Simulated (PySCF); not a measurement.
PySCF 2.14 output of an unrestricted PBE calculation on a single atom or ion in aug-cc-pVTZ-PP with ECP60MDF (6s6p5d3f2g, 88 functions), with a scalar-relativistic core potential:

```
SCF conv_tol = 1e-09
number electrons alpha = 9  beta = 5
    J. P. Perdew, K. Burke, and M. Ernzerhof.,  Phys. Rev. Lett. 77, 3865 (1996)
    J. P. Perdew, K. Burke, and M. Ernzerhof.,  Phys. Rev. Lett. 78, 1396 (1997)
    J. P. Perdew, K. Burke, and M. Ernzerhof.,  Phys. Rev. Lett. 77, 3865 (1996)
    J. P. Perdew, K. Burke, and M. Ernzerhof.,  Phys. Rev. Lett. 78, 1396 (1997)
cycle= 1 E= -102.376599962757  delta_E= -0.00867  |g|= 0.0243  |ddm|= 0.11
cycle= 2 E= -102.376734565461  delta_E= -0.000135  |g|= 0.00755  |ddm|= 0.0179
cycle= 3 E= -102.376748821845  delta_E= -1.43e-05  |g|= 0.00147  |ddm|= 0.00416
cycle= 4 E= -102.376749394656  delta_E= -5.73e-07  |g|= 0.000126  |ddm|= 0.000845
cycle= 5 E= -102.376749399281  delta_E= -4.62e-09  |g|= 8.22e-06  |ddm|= 7.06e-05
cycle= 6 E= -102.376749399303  delta_E= -2.19e-11  |g|= 6.69e-08  |ddm|= 4.77e-06
converged SCF energy = -102.376749399303  <S^2> = 6.0008885  2S+1 = 5.0003554
```

The run itself started from symmetry-adapted Hartree-Fock orbitals and held the occupation by maximum overlap, on a logarithmic radial grid, so the iterations belong to that start.

Which element, charge and spin multiplicity is this?

Ir(3+) (iridium, charge +3), multiplicity 5; the state was [Xe] 4f14 5d6, high-spin 5D determinant.

Energies and moments cover only the electrons outside the core potential. Spin-orbit coupling, absent here, splits the open shell strongly.
